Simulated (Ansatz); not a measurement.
`[Cl][Sn]([Cl])([Cl])[SeH]` + HI → `[Cl][Sn]([Cl])([Cl])[I]` + H₂Se at 298.15 K and 1 bar (ligand exchange at the Sn–Se bond).

Computed with Ansatz on PBE0-D4/def2-TZVP structures; ΔE is electronic, products minus reactants. CBS: MP2 limit from def2 TZ/QZ plus the TZ coupled-cluster correction, frozen cores. Elements past krypton have def2 core potentials. For I, Se, Sn outer-core shells are correlated without core-valence functions, which leaves a few kJ/mol of doubt a bond. Scalar relativity is left out up to krypton. Each species was taken in one conformer, which may not be the lowest.

```tsv
species	CCSD(T)/CBS energy (Eh)	H − E (kJ/mol)	S (J/(mol·K))
`[Cl][Sn]([Cl])([Cl])[SeH]`	-3994.83873	56.1	421.7
HI	-298.03592	22.7	206.5
`[Cl][Sn]([Cl])([Cl])[I]`	-1890.98666	34.8	399.4
H₂Se	-2401.89790	45.8	219.1
```

H − E and S are ideal-gas, rigid-rotor, harmonic terms from PBE0-D4/def2-TZVP, for one conformer and one mirror image of each species. 1 Eh = 2625.50 kJ/mol, R = 8.31446 J/(mol·K).

**Question.** By hand: ΔE, ΔH, ΔS and ΔG.

**Answer.** ΔE = (-1890.98666) + (-2401.89790) − (-3994.83873) − (-298.03592) = -0.00991 Eh = -26.0 kJ/mol. Δ(H − E) = 34.8 + 45.8 − 56.1 − 22.7 = 1.8, so ΔH = -24.2 kJ/mol. ΔS = 399.4 + 219.1 − 421.7 − 206.5 = -9.7 J/(mol·K). ΔG = -24.2 − 298.15 × (-9.7)/1000 = -21.3 kJ/mol.

**Question.** By hand: the equilibrium constant, and the temperature at which ΔG would vanish if ΔH and ΔS stayed fixed.

**Answer.** log₁₀ K = −ΔG/(RT ln 10) = 3.7. ΔG = 0 at ΔH/ΔS = 2495 K, though so small a ΔS makes that figure unsure.

The number of gas molecules stays the same, so ΔS is small and ΔH decides. A doubt of 5 kJ/mol in ΔE shifts log₁₀ K by 0.9 here. Other conformers and mirror images would add mixing entropy, several J/(mol·K) or more a flexible species. Modes under 60 cm⁻¹, often nearly free rotors, make the harmonic entropy too high. These are equilibria of isolated gas molecules and say nothing of rates. Largest T1 diagnostic: 0.010 (customary marks: 0.02 for closed shells, 0.045 for open ones).
